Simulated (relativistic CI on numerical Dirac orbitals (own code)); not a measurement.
# What each ingredient does to the levels of Hg⁴²⁺

Base calculation: Dirac-Coulomb-Breit CI, separate exchange-only KLI orbitals for each configuration, QED by a radiative potential, unscaled Slater integrals.

Configurations in the expansion (outside the closed core [Ar] 3d10): 4s2.4p6.4d2, 4s2.4p6.4d.4f, 4s2.4p5.4d3, 4s.4p6.4d3, 4s2.4p5.4d2.4f, 4s.4p6.4d2.4f, 4s2.4p6.4d.5s, 4s2.4p6.4f.5s, 4s2.4p6.4d.5p, 4s2.4p6.4d.5d, 4p6.4d3.4f, 4s2.4p5.4d2.5s, 4s2.4p6.4d.5f, 4s.4p6.4d.4f.5s, 4s2.4p6.5s.5p, 4s2.4p6.4d.5g, 4s.4p6.4d2.5s, 4s2.4p5.4d2.5d, 4s2.4p6.4d.6s, 4s2.4p6.4d.6d, 4s2.4p6.4f2, 4s2.4p5.4f3, 4s.4p6.4f3, 4p6.4d4, 4p5.4d5, 4p5.4d4.4f, 4s2.4p6.4f.5p, 4s2.4p5.4f2.5p, 4s.4p6.4f2.5p, 4s2.4p6.5s2, 4s2.4p5.4f.5s2, 4s.4p6.4f.5s2, 4s2.4p6.5p2, 4s2.4p5.4f.5p2, 4s.4p6.4f.5p2, 4p6.4d3.5s, 4p5.4d4.5s, 4p5.4d3.4f.5s, 4s.4p6.4d.5s2, 4s.4p5.4d.4f.5s2, 4p6.4d.4f.5s2. Double excitations out of closed p, d and f shells are left out; levels of such configurations are missing from the list, as are those of other unlisted configurations, and high levels can miss mixing partners. These lack a partner that the ground configuration has and come out too high: 4s2.4p5.4d2.5s, 4s.4p6.4d2.5s, 4s2.4p5.4d2.5d.

Variants: (1) configuration mixing switched off. Shifts of the energy above 4s2.4p6.4d2 3F_2, in cm⁻¹, for the lowest level and the first level of each name with at least 55 % of one term (blank where a level changes its place among those of its configuration and J or its character, or is not in the variant):

```
              Level     Base    Δ(1)
   4s2.4p6.4d2 3F_2        0       0
   4s2.4p6.4d2 3P_0    79835   +1693
   4s2.4p6.4d2 3F_3   218316    -230
   4s2.4p6.4d2 3P_1   267276   +2853
   4s2.4p6.4d2 1G_4   267433   +1785
   4s2.4p6.4d2 3F_4   466649    +903
   4s2.4p6.4d2 1S_0   585933   -1550
  4s2.4p5.4d3 5D°_0  1486800  -27650
  4s2.4p5.4d3 3P°_1  1930190        
  4s2.4p5.4d3 3I°_7  1935521  -22739
4s2.4p6.4d.4f 3H°_4  1960813   -8993
```

At this charge energies of transitions that change n are usually good to better than 1 %, and those within a shell (Δn = 0) to a few per cent.

Ionisation energy from the two ground configurations alone: base 2052.84 eV. The NIST ASD value (theoretical) is 2052 eV.

LS names give the leading component of a level, which can be under half, so a name can repeat, a term be missing and a line seem to break the LS rules.
